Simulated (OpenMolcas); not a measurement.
# neutral hafnium: the spin-orbit constant, worked from levels

- Program: OpenMolcas 26.06
- Basis: ANO-RCC-VDZ [7s6p4d2f]
- Scalar Hamiltonian: DKH3, point nucleus
- Active space: 4 electrons in 6 orbitals (5d 6s)
- State averaging: 2S+1 = 5 even, 15 roots (10 in the spin-orbit step); 2S+1 = 3 even, 55 roots; 2S+1 = 1 even, 50 roots (24 in the spin-orbit step)
- Spin-orbit coupling: RASSI with atomic mean-field integrals over the reference wave functions, term energies averaged over their components

Methods: CASSCF; MS-CASPT2, IPEA 0.25 Eh, imaginary shift 0.1 Eh (closed shells correlated: 5s 5p). Measured levels: NIST Handbook of Basic Atomic Spectroscopic Data.

**The spin-orbit constant.** For the Hund term ³F of d2, E(J) = (A/2) J(J+1) + constant and ζ = 2S·A = 2A. From J = 2 to J = 4 the energy changes by 7 A.

```tsv
Source	E(4) - E(2)	A	ζ
CASSCF	4233.4	604.8	1210
MS-CASPT2	4411.9	630.3	1261
measured	4567.6	652.5	1305
```

All in cm-1. MS-CASPT2 is off by -3.4 % and CASSCF by -7.3 %. Both methods take the spin-orbit matrix elements from the reference wave functions, so the second can move ζ only through the term energies and any multistate remixing. Second-order mixing with other terms is absorbed into this ζ.

CASPT2 breaks the degeneracy within a term, and the mean is taken; among the terms shown or strongly mixed into the levels shown the widest spread is 670 cm-1 (5d² 6s² ³F, MS-CASPT2). Over all roots computed the reference weight is 0.87 to 0.96 in MS-CASPT2; the roots of lowest weight are the least certain, and an intruder state may touch them. Some high roots are left out of the spin-orbit mixing, which shifts the levels that they would mix with. Without dynamic correlation excited terms often stand tens of per cent too high (terms of higher spin than the ground term too low), and those without a measured partner can miss by more than the paired ones (holds for CASSCF). Measured partners are found by configuration, term and J. A level has none where our copy of the source lacks it or the pairing is in doubt (some pairs that miss far off the trend of their configuration count as doubtful), and it then counts in no deviation. Levels of configurations outside the active space are missing.
